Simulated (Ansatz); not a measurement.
Reaction (cleavage of the Si–Si bond): `[SiH3][SiH]1CO[SiH2]1` + `N=CO` → `O/C=N/[SiH3]` + `C1O[SiH2][SiH2]1`

Program: Ansatz. Geometries: PBE0-D4/def2-TZVP. ΔE: electronic, gas phase. CCSD(T)/CBS is the MP2 limit (def2-TZVPP, def2-QZVPP) plus CCSD(T) − MP2 in def2-TZVPP, frozen cores. This one scheme is used for every species. DFT in def2-TZVPP. B3LYP here is the variant with VWN-RPA as its local correlation; programs differ in this. Each species was taken in one conformer, which may not be the lowest.

Is it downhill or uphill in electronic energy at CCSD(T)/CBS, and by how much? (Best estimate.)

Computed: Downhill: ΔE = -37.1 kJ/mol.

What do these levels give: B3LYP-D4, B2PLYP, PBE, PBE0, MP2/def2-TZVPP, CCSD/def2-TZVPP? (Best estimate.)

Ansatz gave: B3LYP-D4 -38.6, B2PLYP -44.4, PBE -23.4, PBE0 -27.9, MP2/def2-TZVPP -45.5, CCSD/def2-TZVPP -39.6 kJ/mol.

Largest T1 diagnostic among the species: 0.014.

From PBE to PBE0 (25 % exact exchange), in def2-TZVPP and without D4, ΔE moves by −4.5 kJ/mol. In def2-TZVPP, CCSD(T) changes the Hartree–Fock value by +21.2 kJ/mol (the triples alone add +2.4 kJ/mol) and MP2 by +12.9 kJ/mol. The D4 term adds +3.7 kJ/mol with B3LYP and +2.4 kJ/mol with PBE0; it sums over pairs of atoms, weighted by their polarisabilities, and B3LYP, whose exchange is more repulsive, gets the larger term.
